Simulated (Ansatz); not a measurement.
`N[Si](O)(F)F` + H–F → `O[Si](F)(F)F` + NH₃ at 298.15 K and 1 bar (ligand exchange at the Si–N bond).

Isolated molecules relaxed with PBE0-D4/def2-TZVP in Ansatz; ΔE leaves out vibrations. CCSD(T)/CBS adds triple-zeta CCSD(T) − MP2 to the extrapolated MP2 energy (def2 sets, frozen cores). This one scheme is used for every species. One conformer a species, not always the lowest.

```tsv
species	CCSD(T)/CBS energy (Eh)	H − E (kJ/mol)	S (J/(mol·K))
`N[Si](O)(F)F`	-620.58997	143.7	326.0
H–F	-100.39570	33.5	173.6
`O[Si](F)(F)F`	-664.50577	79.6	316.3
NH₃	-56.50880	100.5	192.4
```

H − E and S are ideal-gas, rigid-rotor, harmonic terms from PBE0-D4/def2-TZVP, for one conformer and one mirror image of each species. 1 Eh = 2625.50 kJ/mol, R = 8.31446 J/(mol·K).

Problem. By hand: ΔE, ΔH, ΔS and ΔG.

Solution. ΔE = (-664.50577) + (-56.50880) − (-620.58997) − (-100.39570) = -0.02890 Eh = -75.9 kJ/mol. Δ(H − E) = 79.6 + 100.5 − 143.7 − 33.5 = 2.9, so ΔH = -73.0 kJ/mol. ΔS = 316.3 + 192.4 − 326.0 − 173.6 = 9.1 J/(mol·K). ΔG = -73.0 − 298.15 × (9.1)/1000 = -75.7 kJ/mol.

Problem. By hand: the equilibrium constant, and the temperature at which ΔG would vanish if ΔH and ΔS stayed fixed.

Solution. log₁₀ K = −ΔG/(RT ln 10) = 13.3. ΔH and −TΔS have one sign here, so there is no such temperature.

The number of gas molecules stays the same, so ΔS is small and ΔH decides. A doubt of 5 kJ/mol in ΔE shifts log₁₀ K by 0.9 here. Other conformers and mirror images would add mixing entropy, several J/(mol·K) or more a flexible species. These are equilibria of isolated gas molecules and say nothing of rates. Largest T1 diagnostic: 0.011 (customary marks: 0.02 for closed shells, 0.045 for open ones).

ΔS is within the doubt of such terms, so its sign, and with it that verdict, could turn.
